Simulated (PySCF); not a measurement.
## Correlation energy of Zn (zinc, neutral)

[Ar] 3d9 4s2 4p1, one real determinant (an excited configuration). Calculation: PySCF 2.14, in def2-QZVPPD; the non-relativistic Hamiltonian (point nucleus). Frozen: [Ar]; 12 electrons correlated.

```json
{"level": "CCSD", "correlation energy (mhartree)": "-409.44"}
{"level": "(T)", "correlation energy (mhartree)": "-12.21"}
{"level": "CCSD(T)", "correlation energy (mhartree)": "-421.65"}
```

Diagnostics: T1 = 0.020, D1 = 0.0754, largest double amplitude 0.060.

The real determinant used has ⟨L²⟩ near 8 against 12 for a pure F term, so it mixes terms.

Cost of the coupled-cluster step: about 120 core-seconds, for 12 correlated electrons.

Iterations:

```
CC2 = 0
CCSD nocc = (np.int64(7), np.int64(5)), nmo = (91, 91)
frozen orbitals [[0, 1, 2, 3, 4, 5, 6, 7, 8], [0, 1, 2, 3, 4, 5, 6, 7, 8]]
max_cycle = 100
direct = 0
conv_tol = 1e-08
conv_tol_normt = 1e-06
diis_space = 8
diis_start_cycle = 0
Init t2, MP2 energy = -0.425591966043537
Init E_corr(UCCSD) = -0.425591966045255
cycle = 1  E_corr(UCCSD) = -0.399068094362326  dE = 0.0265238717  norm(t1,t2) = 0.0948514
cycle = 2  E_corr(UCCSD) = -0.410471750667673  dE = -0.0114036563  norm(t1,t2) = 0.0732183
cycle = 3  E_corr(UCCSD) = -0.409897166133474  dE = 0.000574584534  norm(t1,t2) = 0.119369
cycle = 4  E_corr(UCCSD) = -0.406542836913692  dE = 0.00335432922  norm(t1,t2) = 0.0578564
cycle = 5  E_corr(UCCSD) = -0.409048847007601  dE = -0.00250601009  norm(t1,t2) = 0.0127368
cycle = 6  E_corr(UCCSD) = -0.409377242011772  dE = -0.000328395004  norm(t1,t2) = 0.00527077
cycle = 7  E_corr(UCCSD) = -0.409309993961642  dE = 6.72480501e-05  norm(t1,t2) = 0.00379075
cycle = 8  E_corr(UCCSD) = -0.409371269156489  dE = -6.12751948e-05  norm(t1,t2) = 0.00239741
cycle = 9  E_corr(UCCSD) = -0.409439480355362  dE = -6.82111989e-05  norm(t1,t2) = 0.00133184
cycle = 10  E_corr(UCCSD) = -0.409420605246018  dE = 1.88751093e-05  norm(t1,t2) = 0.000612072
cycle = 11  E_corr(UCCSD) = -0.40943128676027  dE = -1.06815143e-05  norm(t1,t2) = 0.000424966
cycle = 12  E_corr(UCCSD) = -0.409429193095382  dE = 2.09366489e-06  norm(t1,t2) = 0.000274409
cycle = 13  E_corr(UCCSD) = -0.409434796046778  dE = -5.6029514e-06  norm(t1,t2) = 0.000194976
cycle = 14  E_corr(UCCSD) = -0.409440679957093  dE = -5.88391031e-06  norm(t1,t2) = 0.00011164
cycle = 15  E_corr(UCCSD) = -0.409437961023958  dE = 2.71893314e-06  norm(t1,t2) = 4.68493e-05
cycle = 16  E_corr(UCCSD) = -0.409438530825524  dE = -5.69801565e-07  norm(t1,t2) = 2.03048e-05
cycle = 17  E_corr(UCCSD) = -0.409438207863283  dE = 3.2296224e-07  norm(t1,t2) = 1.07903e-05
cycle = 18  E_corr(UCCSD) = -0.409437952787823  dE = 2.5507546e-07  norm(t1,t2) = 6.38023e-06
cycle = 19  E_corr(UCCSD) = -0.409438167209413  dE = -2.14421589e-07  norm(t1,t2) = 3.66416e-06
cycle = 20  E_corr(UCCSD) = -0.409438112029934  dE = 5.5179479e-08  norm(t1,t2) = 2.04683e-06
cycle = 21  E_corr(UCCSD) = -0.409438182976489  dE = -7.09465552e-08  norm(t1,t2) = 1.34211e-06
cycle = 22  E_corr(UCCSD) = -0.409438189605353  dE = -6.62886429e-09  norm(t1,t2) = 9.81649e-07
UCCSD converged
E(UCCSD) = -1777.913185016889  E_corr = -0.4094381896053531
UCCSD(T) correction = -0.012207111975254
```

The reference is one real determinant that mixes LS terms of this configuration.
